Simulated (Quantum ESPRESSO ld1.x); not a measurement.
The xenon ion Xe51+, 3 electrons, occupied as [He] 2s1.

Calculated with ld1.x of Quantum ESPRESSO 7.5: Dirac Kohn-Sham, revPBE, spin-unpolarised, spherical densities, point nucleus.

Energy parts (hartree):
part                    energy
total                 -3363.89
kinetic                3665.87
electron-nucleus      -7088.18
Hartree                  99.31
exchange-correlation    -40.90

Orbitals (lengths in bohr, moments of r in powers of bohr):
| orbital | occ. | eigenvalue (hartree) | <r> |
|---|---|---|---|
| 1s1/2 | 2 | -1459.09 | 0.02651 |
| 2s1/2 | 1 | -357.050 | 0.1073 |

The highest occupied level is 2s1/2 at -9715.8 eV. For comparison, the ionisation energy in NIST's Atomic Spectra Database is 9810.4 eV (theoretical). In exact Kohn-Sham theory the highest level is minus the ionisation energy, but local and semilocal functionals leave it too shallow, through self-interaction and a potential that decays too fast; potentials with the right tail come closer.

Beside tabulated values, note that spin-unpolarised runs miss the spin-polarisation part of the exchange energy of open shells.
